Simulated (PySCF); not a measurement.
arsenic trifluoride (AsF3), SMILES F[As](F)F. Heavy atoms are numbered as in [F:1][As:2]([F:3])[F:4].

The structure is a stationary point at B3LYP-D3(BJ)/def2-SVP.

Level of theory: PBE/pcSseg-2 (PySCF).

GIAO shieldings, no solvent; atoms alike by connectivity are averaged. δ = σ(ref) − σ: ¹⁹F against CFCl3 (σ = 132.0 ppm); ⁷⁵As against AsH3 (σ = 1880.9 ppm), references at their B3LYP-D3(BJ)/def2-TZVP geometries, non-relativistic.

Computed chemical shifts:
```tsv
nucleus	atoms	count	δ (ppm)
¹⁹F	F1	3	-37.9
⁷⁵As	As2	1	963.0
```
